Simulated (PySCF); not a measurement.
C4H7FO2, SMILES O[C@H]1C(F)[C@H](O)C1. The structure is a stationary point at B3LYP-D3(BJ)/def2-SVP. The structure was generated by enumeration; whether it is a known compound was not checked. One conformer was computed; it need not be the lowest.

Give the equilibrium geometry at B3LYP-D3(BJ)/def2-SVP (PySCF confirms it by a frequency run) as Cartesian coordinates in Å. (An estimate is asked for; the answer gives what the named calculation found.)

Several could match; the one computed here: 
```xyz
14

O     -1.6018    -0.2733     1.2175
C     -1.1383    -0.5058    -0.0914
C      0.0842    -1.4480    -0.0637
C      0.9963    -0.2072     0.0533
O      2.2062    -0.2810    -0.6428
C     -0.1671     0.6086    -0.5369
F     -0.4248     1.8589    -0.0061
H     -1.8490     0.6616     1.2703
H     -1.9627    -0.7607    -0.7824
H      0.2436    -1.9525    -1.0280
H      0.1078    -2.1777     0.7562
H      1.1251     0.0717     1.1144
H      2.7468     0.4845    -0.4092
H     -0.0741     0.6928    -1.6319
```
